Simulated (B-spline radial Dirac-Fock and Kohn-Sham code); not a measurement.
Z = 52 (tellurium), transition energy 31.1 keV. These are calculated numbers from a radial atomic solver; the model is a Dirac-Hartree-Slater potential of the neutral atom with a Latter tail (no hole, which puts coefficients of high multipoles low close above an edge), finite nucleus with surface currents. The K shell is not open to conversion at this energy. Subshells that would emit electrons below 1 keV are left out.

**Question.** A pure transition shows α(L) = 0.638, L1/L2 = 2.97 and L1/L3 = 1.91. What is its multipolarity?
A. E4
B. E2
C. M4
D. M3
E. M2
F. M1
G. E3
H. E1

**Answer.** H. For comparison, α(L), L1/L2, L1/L3 are E2 101, 0.0394, 0.0273; E3 9410, 0.00399, 0.00287; E4 471000, 0.00968, 0.00709; M1 2.34, 12.1, 48.7; M2 159, 10.7, 2.62; M3 11100, 8.02, 0.406; M4 580000, 6.19, 0.162.
